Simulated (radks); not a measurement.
Values are calculated unless marked as measured or tabulated.
Polarisability of neutral hydrogen, 1s1, at imaginary frequency. Level of theory: scalar-relativistic Kohn-Sham, LB94 model potential, spin-polarised, spherical densities, finite nucleus; open shells are filled with parallel spins first; Gaussian nuclear charge, rms radius 0.8783 fm (a radial shooting solver on a logarithmic mesh with Libxc functionals). Response by self-consistent Sternheimer equations with the Hartree and adiabatic LDA kernel, the relativistic mass of each level held fixed and spin-orbit coupling left out.

| w (hartree) | alpha1(iw) (bohr^3) | alpha2(iw) (bohr^5) |
|---|---|---|
| 0.00266 | 5.199 | 19.78 |
| 0.0143 | 5.192 | 19.76 |
| 0.0360 | 5.152 | 19.67 |
| 0.0697 | 5.028 | 19.39 |
| 0.118 | 4.738 | 18.72 |
| 0.186 | 4.199 | 17.36 |
| 0.280 | 3.399 | 15.09 |
| 0.413 | 2.459 | 11.95 |
| 0.605 | 1.581 | 8.406 |
| 0.892 | 0.9047 | 5.185 |
| 1.35 | 0.4593 | 2.775 |
| 2.12 | 0.2030 | 1.265 |
| 3.59 | 0.07451 | 0.4716 |
| 6.94 | 0.02046 | 0.1302 |
| 17.5 | 0.003241 | 0.02063 |

Static values: alpha1 = 5.199 bohr^3 (0.7704 angstrom^3; uncoupled 5.094), alpha2 = 19.78 bohr^5, alpha3 = 180.8 bohr^7. C6 = 7.972, C8 = 172.6, triple-dipole C9 = 30.63 atomic units. One-pole (London) frequency 4 C6 / (3 alpha1^2) = 0.393 hartree, against 0.440 for minus the highest occupied eigenvalue. Recommended static value: 4.50711 bohr^3 (Schwerdtfeger and Nagle, 2023 table).
